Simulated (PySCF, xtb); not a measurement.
2-(disilanyl)ethanol (C₂H₁₀OSi₂), SMILES OCC[SiH2][SiH3]. Other conformers were not sampled.

Harmonic wavenumbers (cm⁻¹) from GFN2-xTB run with xtb at its own minimum, in rising order: 22, 63, 78, 140, 213, 334, 365, 380, 444, 467, 472, 583, 653, 745, 768, 791, 815, 818, 824, 928, 1025, 1084, 1112, 1223, 1268, 1323, 1358, 1487, 1489, 2175, 2189, 2229, 2232, 2240, 2860, 2948, 2973, 2977, 3540.

Question: What does B3LYP-D3(BJ)/def2-SVP in PySCF give at its own minimum? (The exact figures need the calculation; the answer reports its results.)

Answer: 56, 82, 100, 149, 216, 311, 361, 380, 429, 501, 561, 679, 686, 771, 794, 884, 935, 945, 952, 956, 1026, 1091, 1138, 1195, 1295, 1378, 1413, 1440, 1493, 2195, 2202, 2205, 2213, 2216, 2967, 3016, 3065, 3082, 3808. Paired by order, the mean absolute difference is 49 cm⁻¹ and the zero-point energies are 68.1 and 70.3 kcal/mol.
